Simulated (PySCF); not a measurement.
**Polarisability and C₆ of Cr⁺ (chromium, charge +1)**

[Ar] 3d5, high-spin 6S determinant. Calculation: PySCF 2.14, in aug-cc-pVQZ-DK; scalar relativity by spin-free X2C-1e. Coupled (time-dependent) response in atomic units; α is the mean over directions.

```csv
method,mean α (bohr³),C₆ (like pair),S(−4)
PBE0,12.62,47.00,191.9
```

S(−4) is the Cauchy moment in α(ω) = α(0) + S(−4) ω² + …

α(iu) at PBE0:

```
u (hartree)  α(iu) (bohr³)
          0          12.62
     0.0500          12.17
      0.100          11.07
      0.200          8.635
      0.300          6.879
      0.500          4.862
      0.750          3.532
       1.00          2.739
       1.50          1.820
       2.00          1.305
       3.00         0.7681
       5.00         0.3602
```

A single London oscillator, α(iu) = α/(1 + u²/ω²), gives C₆ = (3/4) ω α². Matching the computed C₆ needs ω = 4 × 47.00 / (3 × 12.62²) = 0.393 hartree.

For an ion, C₆ is the dispersion term alone; charge-induced terms of lower order in 1/R come first.
